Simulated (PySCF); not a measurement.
Dipole moment and polarisability of `N#C[C@@H](F)[C@@H](C#N)C(F)(F)F`

Compound: C₅H₂F₄N₂.
Structure used (GFN2-xTB), in Å, numbered top down from 1:
```xyz
13
C5H2F4N2 angstrom
N      3.228    0.489    0.028
C      2.214   -0.028   -0.032
C      0.917   -0.695   -0.086
F      0.922   -1.776    0.755
C     -0.197    0.286    0.346
C     -0.055    1.546   -0.362
N      0.056    2.524   -0.935
C     -1.591   -0.296    0.057
F     -2.551    0.584    0.345
F     -1.834   -1.392    0.775
F     -1.726   -0.630   -1.232
H      0.739   -1.072   -1.106
H     -0.127    0.461    1.428
```

Level: PBE0/def2-SVPD (PySCF), static field, nuclei fixed, core orbitals frozen in the response. The polarisability tensor in these axes (au):

```
x   74.49  4.38 -0.41
y    4.38 70.31 -6.70
z   -0.41 -6.70 55.81
```

Q: What are the eigenvalues, a third of the trace, and Δα (Δα² = ½Σ(αi − αj)² over the three pairs)?

A: Principal values 53.12, 69.45 and 78.04 au; mean 66.87 au = 9.91 Å³ = 11.03 × 10⁻⁴⁰ C²·m²/J; Δα = 21.93 au (33 % of the mean).

Q: What is the dipole moment, and where does it point?

A: (-1.47, -2.20, 0.86) D, 2.78 D in size, pointing from the negative to the positive side. Measured along this direction, the outermost atoms are N7 at the negative end and F10 at the positive end.

Q: Molar refractivity from α?

A: Lorentz–Lorenz: R = (4π/3)N_A α = 2.5225 cm³/(mol·Å³) × 9.91 Å³ = 25.0 cm³/mol, in the limit of long wavelengths.

Q: Form Σ f/ω² (atomic units) for the 8 lowest TDDFT singlets, given as eV and f, and set it beside the mean polarisability, which is this sum over all singlets: 7.31, 0.0001; 7.70, 0.0001; 7.88, 0.0034; 8.05, 0.0058; 8.12, 0.0069; 8.29, 0.0027; 8.38, 0.0102; 8.67, 0.0032.

A: They add up to 0.35 au, 0.5 % of the 66.87 au; the largest single term is 0.11 au, from the state at 8.38 eV. Terms in order: 0.00, 0.00, 0.04, 0.07, 0.08, 0.03, 0.11, 0.03 au. Higher excitations give the rest. The strengths listed sum to 0.032.

Q: Refractivity n − 1 of an ideal gas of it at 350 K and 1 atm, from the electronic α?

A: N = p/kT = 2.0968 × 10¹⁹ cm⁻³, so n − 1 = 2π × N × 9.91 × 10⁻²⁴ cm³ = 1306 × 10⁻⁶ at long wavelengths.

Q: Orientational against electronic polarisability at 250 K (dilute gas, rigid molecules)?

A: In Gaussian units μ²/3kT = 74.78 Å³ against 9.91 Å³, a ratio of 7.55; the Debye molar polarisation (4π/3)N_A(α + μ²/3kT) is 213.6 cm³/mol, leaving out the vibrational part.

Isolated species at its GFN2-xTB geometry (one conformer only).

These values come from a run that also computed excited states. Hardware: one thread of an Arm Neoverse N1, shared host with 64 logical CPUs at a one-minute load of 57. Cost: 2.0 min of wall time, 0.95 GiB resident at most.
